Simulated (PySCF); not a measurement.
Numbering as in the mapped SMILES `[CH3:1][O:2][C:3]1=[C:4]([Cl:5])[C:6]([F:7])=[CH:8][CH2:9]1` (H(Xn): hydrogen on atom n).

PySCF 2.14.0 with density-fitted response routines calculation with GFN2-xTB structure and shieldings: GIAO PBE0/pcSseg-1; non-relativistic Hamiltonian, averaged over atoms made equivalent by symmetry, fast rotation or ring inversion, one conformer, gas phase.

Task: List the cross peaks expected in HSQC, COSY and HMBC spectra.

Result: 

HSQC (one-bond C–H):
| δH | δC |
| --- | --- |
| 5.08 (H(C8)) | 95.3 (C8) |
| 4.36 (H(C1)) | 60.0 (C1) |
| 2.93 (H(C9)) | 37.7 (C9) |

COSY cross peaks (H two or three bonds apart, from the bond graph; peaks can be absent where the dihedral angle is near 90°):
| δH | δH |
| --- | --- |
| 5.08 (H(C8)) | 2.93 (H(C9)) |

HMBC (two and three bonds, from the bond graph):
| δH | δC |
| --- | --- |
| 5.08 (H(C8)) | 168.6 (C6), 167.1 (C3), 105.0 (C4), 37.7 (C9) |
| 4.36 (H(C1)) | 167.1 (C3) |
| 2.93 (H(C9)) | 168.6 (C6), 167.1 (C3), 105.0 (C4), 95.3 (C8) |

Referencing at the same level of theory: TMS for 1H, 13C.

Carbons that carry Cl, above all several Cl atoms, come out too deshielded, partly because spin–orbit coupling is missing. Shifts are as computed. Against solution values, carbons near 30 ppm lie about +3 ppm off and those near 130 ppm about +5 ppm; carbons on Cl a further +6 ppm. Of 1211 compounds with measured shifts, 218 miss one by over three times the rms of a fit or turn the order of signals round; such compounds aren't used in these exercises.
